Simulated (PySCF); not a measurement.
# Vibration and rotation of EuSe

TPSSh constants of EuSe, octet, about 7.0 electrons in the 4f shell (Mulliken) (Eu x2c-SVPall, Se x2c-SVPall; spin-free X2C with a Gaussian nucleus (PySCF 2.14); masses 152.9212 and 79.9165 u):

| Item | Value |
| --- | --- |
| ωe | 260.8 cm⁻¹ |
| ωexe | 0.403 cm⁻¹ |
| Be | 0.049888 cm⁻¹ |
| αe | 0.000110 cm⁻¹ |
| D (centrifugal) | 7.3e-09 cm⁻¹ |
| De to Eu (4f7 6s2) + Se | 3.89 eV |

Task: Give the vibrational terms G(v) and spacings up to v = 6.

Result: G(v) = ωe(v+½) − ωexe(v+½)².

```tsv
v	G(v) (cm⁻¹)	G(v) − G(v−1)	Bv (cm⁻¹)
0	130.3		0.04983
1	390.3	260.0	0.04972
2	649.5	259.2	0.04961
3	907.9	258.4	0.04950
4	1165.4	257.6	0.04939
5	1422.2	256.8	0.04928
6	1678.2	256.0	0.04917
```

Task: How well does the Morse estimate ωe²/(4ωexe) reproduce De, and what is D0?

Result: It gives 5.23 eV, 134 % of the computed De. D0 = De − G(0) = 3.89 − 0.02 = 3.87 eV.

Spin–orbit coupling is left out, which matters for elements this heavy, above all for dissociation energies. The state is the lowest single determinant that the PBE0 search found; with open d or f shells the true ground state can be another one.
